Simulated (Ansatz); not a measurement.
`[NH2][Al]([O][SiH3])[O][SiH3]` and `[NH2][Al]([NH2])[O][SiH3]` differ in one atom or group.

Ansatz, PBE0-D4/def2-TZVP geometries, multiplicity 1. Each molecule was computed in one conformer, which needn't be the lowest.

```
                                          property  `[NH2][Al]([O][SiH3])[O][SiH3]`
             HOMO–LUMO gap (B3LYP/def2-TZVPP) / eV                             6.50
  size of the dipole moment (B3LYP/def2-TZVPP) / D                             1.54
                 LUMO energy (PBE/def2-TZVPP) / eV                            -1.43
             LUMO energy (ωB97M-V/def2-TZVPP) / eV                             0.97
               LUMO energy (B3LYP/def2-TZVPP) / eV                            -0.84
size of the dipole moment (ωB97M-V/def2-TZVPP) / D                             1.56
```

(1) What does the change do to each property? (Estimate.)

Answers

(1) Ansatz gave: 
```
                                          property  `[NH2][Al]([NH2])[O][SiH3]`  shift
             HOMO–LUMO gap (B3LYP/def2-TZVPP) / eV                         6.35  -0.15
  size of the dipole moment (B3LYP/def2-TZVPP) / D                         1.81   0.27
                 LUMO energy (PBE/def2-TZVPP) / eV                        -0.99   0.44
             LUMO energy (ωB97M-V/def2-TZVPP) / eV                         1.34   0.37
               LUMO energy (B3LYP/def2-TZVPP) / eV                        -0.44   0.40
size of the dipole moment (ωB97M-V/def2-TZVPP) / D                         1.82   0.26
```

With PBE0 the HOMO rises by 0.56 eV and the LUMO rises by 0.42 eV, so the gap narrows by about 0.14 eV. PBE moves the HOMO by 0.57 eV and ωB97M-V by 0.58 eV. Dipoles are sizes alone; their direction can turn.

B3LYP here is the variant with VWN-RPA as its local correlation; programs differ in this.

Positive LUMOs are unbound, so they and the gaps depend on the basis.
